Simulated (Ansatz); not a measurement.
Molecule: sum formula WO4H4, charge 0, multiplicity 3. The spin state was set by rule; other spins were not relaxed. 
Geometry from a B3LYP-D3(BJ)/def2-TZVP (Ansatz, a first-principles code) optimisation:
```
W
O 1 1.8810
H 2 0.9595 1 134.89
O 1 1.9136 2 111.78 3 89.79
H 4 0.9685 1 116.01 2 -123.33
O 1 1.9219 2 110.29 3 -121.27
H 6 0.9668 1 121.82 2 123.59
O 1 1.9566 2 130.76 3 -12.17
H 8 0.9638 1 117.68 2 -79.42
```
Charge 0, spin multiplicity 3.

Wanted: atomisation energy (electronic, to ground-state atoms), in kcal/mol. Cores are frozen in the correlated levels unless marked. Open shells are spin-unrestricted. No spin-orbit coupling. Frozen are the shells of the preceding noble gas and the d and f shells that filled before the atom's block. In def2 rows, elements after Kr have scalar-relativistic effective core potentials. The coupled-cluster limit lacks core correlation, which all-electron functionals hold. CBS marks a two-point X^-3 extrapolation of the correlation energy; Hartree-Fock from the larger set. [CCSD(T)-MP2]/basis is that difference in the basis named.

```csv
level,program,atomisation energy (kcal/mol)
BLYP-D3(BJ)/def2-TZVPD,Ansatz + dftd3,869.4
```

Predict the RI-MP2/CBS(def2-TZVPP,def2-QZVPP)+[CCSD(T)-MP2]/def2-TZVPP result (Ansatz).

858.8 kcal/mol, so BLYP-D3(BJ)/def2-TZVPD differs from it by 10.6 kcal/mol.
